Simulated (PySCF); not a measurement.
A side-by-side comparison of computed properties.

First species: C8H20AlN.
SMILES: `C[N+]1([C@H](C(C)C)C[CH2][AlH2-]1)C`

Second species: C8H20AlN.
Numbering: `[CH3:1][CH2:2][CH2:3][C@@H:4]1[CH2:5][CH2:6][AlH2-:7][N+:8]1([CH3:9])[CH3:10]` (hydrogens: H11, H12, H13 on C1; H14, H15 on C2; H16, H17 on C3; H18 on C4; H19, H20 on C5; H21, H22 on C6; H23, H24 on Al7; H25, H26, H27 on C9; H28, H29, H30 on C10)

Levels: HF/pcSseg-1 for HOMO energy, LUMO energy and HOMO–LUMO gap. Geometries: PBE0-D3(BJ)/def2-SVP. All species are isolated and taken at one optimised geometry, non-relativistic unless stated; the electronic structure was computed with PySCF and density fitting.

Values for the first species:

```
HOMO energy   : -9.68 eV
LUMO energy   : 3.54 eV
HOMO–LUMO gap : 13.22 eV
```

Problem. Estimate the same properties for the second species, and the change in each.

Solution. 
```json
{"property": "HOMO energy", "first": "-9.68 eV", "second": "-9.68 eV", "second less first": "0.00 eV"}
{"property": "LUMO energy", "first": "3.54 eV", "second": "3.57 eV", "second less first": "+0.03 eV"}
{"property": "HOMO–LUMO gap", "first": "13.22 eV", "second": "13.25 eV", "second less first": "+0.03 eV"}
```

One conformer stands for the species.
